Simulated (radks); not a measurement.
Results of a calculation; reference values are marked as such.
Task: Eu III, 61 electrons, occupied as [Xe] 4f7. Code: a radial shooting solver on a logarithmic mesh with Libxc functionals. Model: Dirac Kohn-Sham, LDA (Slater exchange, Perdew-Wang correlation), spin-unpolarised, spherical densities, point nucleus; open shells fill j = l - 1/2 first. Some entries of the table are withheld. Estimate them.

orbital,occ.,eigenvalue (hartree),r(max) (bohr)
1s1/2,2,-1774.585,0.01421
2s1/2,2,-291.7081,0.08078
2p1/2,2,-276.8682,0.06108
2p3/2,4,-253.0808,0.06681
3s1/2,2,-64.54186,0.2293
3p1/2,2,-58.12106,0.2163
3p3/2,4,-53.27435,0.2285
3d3/2,4,(1),0.1817
3d5/2,6,(2),0.1851
4s1/2,2,-13.18375,0.5278
4p1/2,2,-10.70504,(3)
4p3/2,4,-9.63020,(4)
4d3/2,4,-5.54401,0.5686
4d5/2,6,-5.35135,0.5772
5s1/2,2,-2.14322,1.233
5p1/2,2,-1.47498,1.349
5p3/2,4,-1.33225,1.428
4f5/2,6,-0.60990,(5)
4f7/2,1,-0.58713,(6)

Result: 
(1) 3d3/2 eigenvalue (hartree): -42.12654
(2) 3d5/2 eigenvalue (hartree): -41.07086
(3) 4p1/2 r(max) (bohr): 0.5327
(4) 4p3/2 r(max) (bohr): 0.5590
(5) 4f5/2 r(max) (bohr): 0.5900
(6) 4f7/2 r(max) (bohr): 0.5954
